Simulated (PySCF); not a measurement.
**Hg⁵⁷⁺ (mercury, charge +57) across methods**

[Ar] 3d5, high-spin 6S determinant. Calculation: PySCF 2.14, in an even-tempered Gaussian basis (16 s from 15 bohr⁻², ratio 2.5; 10 p from 19 bohr⁻², ratio 2.5; 7 d from 19 bohr⁻², ratio 2.5; 4 f from 73 bohr⁻², ratio 2.7; 3 g from 110 bohr⁻², ratio 2.7); the non-relativistic Hamiltonian (point nucleus).

```
method   E (hartree)  mean ε 3p α (eV)  mean ε 3p β (eV)  mean ε 3d α (eV)  Σ⟨r²⟩ (bohr²)   ⟨S²⟩
revPBE     -15385.32           -6069.9           -6040.7           -5746.1         0.4999  8.750
   PBE     -15384.77           -6069.8           -6040.5           -5746.0         0.5000  8.750
   UHF  -15384.76836           -6168.5           -6100.9           -5827.2         0.4998  8.750
   LDA     -15375.66           -6067.5           -6038.6           -5744.9         0.5003  8.750
 TPSSh     -15385.44           -6082.1           -6047.8           -5754.2         0.5000  8.750
r2SCAN     -15385.67           -6083.5           -6045.8           -5754.1         0.4999  8.750
  PBE0     -15385.07           -6094.9           -6056.3           -5766.7         0.4999  8.750
```

A non-relativistic calculation at this Z misses sizeable relativistic shifts. Spin-orbit coupling, which splits the p, d and f shells strongly at this Z, is absent. Spin-orbit coupling is strong in this species (close to jj coupling), so the high-spin LS determinant is a model state, not a physical level.
